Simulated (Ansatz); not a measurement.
Basis-set extrapolation for CH8AlBSi2 (PBE0-D4/def2-TZVP geometry, frozen core, Ansatz). Multiplicity 1, RHF reference.

```csv
,def2-TZVPP,def2-QZVPP
HF,-886.991937,-887.019216
MP2 correlation,-0.615864,-0.656263
CCSD(T) correlation,-0.712791,not run
```

Energies in hartree. Use E(X) = E(∞) + A·exp(−7.88·√X) for Hartree–Fock and E(X) = E(∞) + B·X^(−2.97) for correlation, with X = 3 and 4, and add CCSD(T) minus MP2 of the smaller set to the MP2 limit.

Problem. What is the CCSD(T) energy at the basis-set limit?

Solution. HF limit: -887.019216 + (-0.027279) × 0.13774 = -887.02297. MP2 limit: -0.656263 + (-0.040399) × 0.74074 = -0.68619. Higher-order term: -0.712791 − (-0.615864) = -0.09693. Total: -887.80609 hartree, 63.6 kcal/mol below CCSD(T)/def2-TZVPP.
